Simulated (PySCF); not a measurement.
Species: GeH7NSi.
Structure used (PBE0-D3(BJ)/def2-SVP), in Å, numbered top down from 1:
```xyz
10
GeH7NSi angstrom
N      1.6903    0.5883    0.5039
Ge     0.6485   -0.8685    0.0545
Si    -1.6271   -0.2008    0.2817
H      2.6885    0.3902    0.4910
H      1.5279    1.4008   -0.0864
H      0.8988   -1.4198   -1.3763
H      1.0165   -1.9859    1.0498
H     -2.5381   -1.3238   -0.0989
H     -1.9047    0.9610   -0.6197
H     -1.9161    0.2056    1.6902
```

The closed-shell ground state was solved at several levels (PySCF, density fitting, gas phase). The calculation is non-relativistic and has no spin–orbit coupling, an omission that weighs most on germanium.

| level | basis functions | HOMO (eV) | LUMO (eV) | gap (eV) | dipole (D) |
| --- | --- | --- | --- | --- | --- |
| KT2/pcSseg-2 | 240 | -6.07 | -1.11 | 4.96 | 1.04 |
| PBE0/pcSseg-1 | 117 | -7.26 | 0.10 | 7.36 | 1.17 |

What might PBE0/def2-SVPD (138 basis functions) give for the same quantities?

HOMO -7.34 eV, LUMO -0.13 eV, gap 7.21 eV, dipole 1.07 D.

Over all these levels, which gives the widest orbital gap and which the narrowest?

PBE0/pcSseg-1 (global hybrid, 25 % exact exchange) has the widest, 7.36 eV, and KT2/pcSseg-2 (GGA) the narrowest, 4.96 eV. Functional and basis both differ between the two, so the spread mixes both effects.

How far do the dipole and the HOMO energy spread over the levels?

The dipole runs from 1.04 to 1.17 D (mean 1.09 D) and the HOMO from -7.34 to -6.07 eV.

One conformer stands for the species.
